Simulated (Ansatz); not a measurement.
Input for Ansatz (a first-principles code): U-PBE0/def2-TZVPP on RuN, 2S+1 = 2, a spin state set in the input, which need not be the lowest. Elements past Kr take the def2 small-core potentials; no spin–orbit coupling.

Ansatz 0.2 input:
```yaml
crystal:
  periodic: [false, false, false]
  atoms:
    - {symbol: Ru, position_ang: [0.00000000, 0.00000000, 0.00000000]}
    - {symbol: N, position_ang: [0.00000000, 0.00000000, 2.06100000]}
basis:
  gaussian:
    orbitals: def2-TZVPP
hamiltonian:
  xc: {name: PBE0}
magnetization: {spin_polarized: true, initial_magnetization: 1}
relax: {f_tol: 0.002, max_steps: 120}
```

Output:

```
WARN ansatz: RAYON_NUM_THREADS=1 ignored (pool sized by the plan → 1); use --threads N
Functional definition: PBE0
integrals: 0.02 GiB planned
536 factors; their error is unknown
mean field: 0.25 GiB planned
mean field evaluation 1: about -4060.5281 eV, gradient 2.9e1 eV
mean field evaluation 2: about -4012.4505 eV, gradient 9.1e1 eV
mean field evaluation 4: about -4062.4551 eV, gradient 2.0e1 eV
mean field evaluation 8: about -4062.4549 eV, gradient 2.0e1 eV
mean field evaluation 16: about -4065.2508 eV, gradient 3.4e-3 eV
mean field evaluation 32: about -4065.3329 eV, gradient 1.7e-2 eV
mean field evaluation 64: about -4051.1348 eV, gradient 4.9e1 eV
mean field evaluation 96: about -4065.8788 eV, gradient 4.3e-1 eV
mean field evaluation 128: about -4065.1827 eV, gradient 8.5e-3 eV
mean field evaluation 160: about -4065.3289 eV, gradient 1.2e-2 eV
mean field evaluation 192: about -4065.7025 eV, gradient 1.5e-3 eV
mean field evaluation 224: about -4065.0866 eV, gradient 2.5e-1 eV
mean field evaluation 256: about -4065.3059 eV, gradient 4.1e-2 eV
mean field evaluation 288: about -4065.1912 eV, gradient 4.1e-1 eV
mean field evaluation 320: about -4065.3428 eV, gradient 4.9e-1 eV
mean field evaluation 352: about -4065.8037 eV, gradient 1.4e-6 eV
mean field evaluation 384: about -4065.8264 eV, gradient 6.3e-1 eV
mean field evaluation 416: about -4064.9957 eV, gradient 1.0e-1 eV
mean field evaluation 448: about -4064.9962 eV, gradient 1.0e-1 eV
mean field evaluation 480: about -4065.9155 eV, gradient 3.0e-6 eV
mean field -4065.91545523 eV, -149.4196370033 hartree, gradient 3.0e-6 eV, S^2 2.641225; 30 other end points of the search recorded, 0 dependent functions left out
the calculation of the forces begins
reference -4065.91548326 eV, -149.4196380333 hartree; 12, 11 occupied and 75, 76 virtual orbitals, 536 factors
relax step   1: F+E_penalty+E_count = -4065.91545523 eV  Δ(F+E_penalty+E_count) = +0.000e0 eV  max|allowed force component| = 3.237e0 eV/Å  Δτ_max = 0.0000 Å  (2029 SCF iters, accepted)
these checks for a lower state are left out or cut short: starts, cluster_reference, orbital_swaps, neighbouring_geometries, increment
integrals: 0.02 GiB planned
536 factors; their error is unknown
mean field: 0.25 GiB planned
mean field -4066.65762525 eV, -149.4469112485 hartree, gradient 9.3e-6 eV, S^2 2.159092; 1 other end points of the search recorded, 0 dependent functions left out
the calculation of the forces begins
reference -4066.65765366 eV, -149.4469122923 hartree; 12, 11 occupied and 75, 76 virtual orbitals, 536 factors
relax step   2: F+E_penalty+E_count = -4066.65762525 eV  Δ(F+E_penalty+E_count) = -7.422e-1 eV  max|allowed force component| = 4.240e0 eV/Å  Δτ_max = 0.1014 Å  (211 SCF iters, accepted)
these checks for a lower state are left out or cut short: starts, cluster_reference, orbital_swaps, neighbouring_geometries, increment
integrals: 0.02 GiB planned
536 factors; their error is unknown
mean field: 0.25 GiB planned
mean field evaluation 512: about -4067.9710 eV, gradient 1.0e0 eV
mean field -4068.01696456 eV, -149.4968660467 hartree, gradient 9.6e-6 eV, S^2 0.751955; 1 other end points of the search recorded, 0 dependent functions left out
the calculation of the forces begins
reference -4068.01699211 eV, -149.4968670590 hartree; 12, 11 occupied and 75, 76 virtual orbitals, 536 factors
relax step   3: F+E_penalty+E_count = -4068.01696456 eV  Δ(F+E_penalty+E_count) = -1.359e0 eV  max|allowed force component| = 6.033e0 eV/Å  Δτ_max = 0.1950 Å  (78 SCF iters, accepted)
these checks for a lower state are left out or cut short: starts, cluster_reference, orbital_swaps, neighbouring_geometries, increment
integrals: 0.02 GiB planned
536 factors; their error is unknown
mean field: 0.25 GiB planned
mean field -4068.05932319 eV, -149.4984226975 hartree, gradient 8.9e-6 eV, S^2 0.755210; 0 other end points of the search recorded, 0 dependent functions left out
the calculation of the forces begins
reference -4068.05935190 eV, -149.4984237525 hartree; 12, 11 occupied and 75, 76 virtual orbitals, 536 factors
relax step   4: F+E_penalty+E_count = -4068.05932319 eV  Δ(F+E_penalty+E_count) = -4.236e-2 eV  max|allowed force component| = 4.149e0 eV/Å  Δτ_max = 0.0691 Å  (75 SCF iters, accepted)
these checks for a lower state are left out or cut short: starts, cluster_reference, orbital_swaps, neighbouring_geometries, increment
integrals: 0.02 GiB planned
536 factors; their error is unknown
mean field: 0.25 GiB planned
mean field -4068.21154758 eV, -149.5040168408 hartree, gradient 2.5e-5 eV, S^2 0.752695; 0 other end points of the search recorded, 0 dependent functions left out
the calculation of the forces begins
reference -4068.21157566 eV, -149.5040178725 hartree; 12, 11 occupied and 75, 76 virtual orbitals, 536 factors
relax step   5: F+E_penalty+E_count = -4068.21154758 eV  Δ(F+E_penalty+E_count) = -1.522e-1 eV  max|allowed force component| = 3.667e-1 eV/Å  Δτ_max = 0.0371 Å  (57 SCF iters, accepted)
these checks for a lower state are left out or cut short: starts, cluster_reference, orbital_swaps, neighbouring_geometries, increment
integrals: 0.02 GiB planned
536 factors; their error is unknown
mean field: 0.25 GiB planned
mean field evaluation 544: about -4068.1884 eV, gradient 1.1e0 eV
mean field -4068.21245008 eV, -149.5040500071 hartree, gradient 2.6e-5 eV, S^2 0.752792; 0 other end points of the search recorded, 0 dependent functions left out
the calculation of the forces begins
reference -4068.21247821 eV, -149.5040510406 hartree; 12, 11 occupied and 75, 76 virtual orbitals, 536 factors
relax step   6: F+E_penalty+E_count = -4068.21245008 eV  Δ(F+E_penalty+E_count) = -9.025e-4 eV  max|allowed force component| = 3.388e-2 eV/Å  Δτ_max = 0.0027 Å  (76 SCF iters, accepted)
these checks for a lower state are left out or cut short: starts, cluster_reference, orbital_swaps, neighbouring_geometries, increment
integrals: 0.02 GiB planned
536 factors; their error is unknown
mean field: 0.25 GiB planned
mean field -4068.21245444 eV, -149.5040501671 hartree, gradient 2.5e-5 eV, S^2 0.752778; 0 other end points of the search recorded, 0 dependent functions left out
the calculation of the forces begins
reference -4068.21248255 eV, -149.5040512004 hartree; 12, 11 occupied and 75, 76 virtual orbitals, 536 factors
relax step   7: F+E_penalty+E_count = -4068.21245444 eV  Δ(F+E_penalty+E_count) = -4.354e-6 eV  max|allowed force component| = 2.286e-2 eV/Å  Δτ_max = 0.0004 Å  (52 SCF iters, accepted)
these checks for a lower state are left out or cut short: starts, cluster_reference, orbital_swaps, neighbouring_geometries, increment
integrals: 0.02 GiB planned
536 factors; their error is unknown
mean field: 0.25 GiB planned
mean field -4068.21245804 eV, -149.5040502994 hartree, gradient 9.1e-6 eV, S^2 0.752784; 0 other end points of the search recorded, 0 dependent functions left out
the calculation of the forces begins
reference -4068.21248615 eV, -149.5040513327 hartree; 12, 11 occupied and 75, 76 virtual orbitals, 536 factors
relax step   8: F+E_penalty+E_count = -4068.21245804 eV  Δ(F+E_penalty+E_count) = -3.599e-6 eV  max|allowed force component| = 7.953e-6 eV/Å  Δτ_max = 0.0002 Å  (42 SCF iters, accepted)
integrals: 0.02 GiB planned
536 factors; their error is unknown
mean field: 0.25 GiB planned
mean field evaluation 576: about -4068.1884 eV, gradient 1.7e-1 eV
mean field -4068.21245804 eV, -149.5040502994 hartree, gradient 9.1e-6 eV, S^2 0.752784; 3 other end points of the search recorded, 0 dependent functions left out
the calculation of the forces begins
reference -4068.21248615 eV, -149.5040513327 hartree; 12, 11 occupied and 75, 76 virtual orbitals, 536 factors
Total energy: -4068.21248615 eV, -149.5040513327 hartree
Atom 0 at     0.000000     0.000000     0.261945 Å, force    -0.000000    -0.000000     0.000008 eV/Å
Atom 1 at    -0.000000    -0.000000     1.799055 Å, force     0.000000     0.000000    -0.000008 eV/Å
Dipole moment:    -0.000000     0.000000    -0.391026 e Å
```

The calculation finished and met its thresholds.

Cost: very roughly 110 core-seconds.
